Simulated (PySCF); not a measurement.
Identify the compound

The spectra below were simulated for a compound C₇H₅NO.

¹H NMR (400 MHz, computed): δ 7.63 (m, 2H), 7.42 (t, 1H), 7.39 (d, 2H).

¹³C{¹H} NMR (computed): δ 138.4 (C), 135.4 (CH), 131.5 (CH), 130.2 (CH), 127.1 (C).

Computational details: structure optimised with GFN2-xTB, shielding tensors at PBE0/pcSseg-1 (GIAO), in PySCF (averaged over atoms made equivalent by symmetry, fast rotation or ring inversion, isolated molecule, no relativistic terms, one conformer).

Referencing at the same level of theory: TMS for ¹H, ¹³C.

**Question.** Which candidate is it?
A. O=C=Nc1ccccc1
B. C=C(C#N)C#CC(C)=O
C. C#CC#CC(=O)NC=C

**Answer.** A. 

1. The formula gives 6 degrees of unsaturation (1 ring in the answer).
2. 5 carbon signals for 7 carbons: some carbons are equivalent by symmetry or fast rotation.
3. Carbon types of the structure: 2 × C, 5 × CH, which accounts for all hydrogens.
4. δC 138.4: aromatic carbon bearing nitrogen; an ipso carbon deshielded by its heteroatom.
5. δC 135.4, 131.5, 130.2: aromatic CH; the aromatic region.
6. δC 127.1: central carbon of a heterocumulene.
7. δH 7.63, 7.42, 7.39: hydrogen on an aromatic CH; ring-current deshielding.

The others: C=C(C#N)C#CC(C)=O would give 7 carbon signals, not 5; C#CC#CC(=O)NC=C would give 7 carbon signals, not 5.

Shifts are as computed. Against solution values, carbons near 30 ppm lie about +3 ppm off and those near 130 ppm about +5 ppm. Of 1211 compounds with measured shifts, 218 miss one by over three times the rms of a fit or turn the order of signals round; such compounds aren't used in these exercises. Multiplicities follow the n + 1 count of equivalent neighbours, as no J values were calculated; m marks all less simple cases, F and P coupling included.
